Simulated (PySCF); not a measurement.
**Electron correlation in Tc (technetium, neutral)**

Starting occupation: [Kr] 4d7, 4d3/2 with m_j = +1/2, +3/2, 4d5/2 with m_j = -3/2, -1/2, +1/2, +3/2, +5/2. All numbers are calculated (PySCF 2.14, X2C-1e with screened-nucleus spin-orbit coupling, Gaussian nucleus, in x2c-TZVPall-2c (8s9p7d1f, 77 functions)). Frozen: [Ar] 3d10; 15 electrons correlated; the 6 highest virtual spinors left out.

MP2 pair energies summed by pair of shells (mhartree):

| pair | energy | share (%) |
| --- | --- | --- |
| 4d-4p | -136.71 | 36.6 |
| 4d-4d | -130.96 | 35.1 |
| 4p-4p | -60.01 | 16.1 |
| 4p-4s | -23.76 | 6.4 |
| 4d-4s | -17.75 | 4.8 |
| 4s-4s | -4.13 | 1.1 |

Total MP2 correlation energy: -373.33 mhartree.

The GHF reference relaxed away from the jj start to a determinant that is no pure jj level (⟨S²⟩ = 3.76, ⟨J²⟩ = 24.92); the energies belong to that determinant.

This basis was not built for core-valence correlation, so the inner-shell part is incomplete.
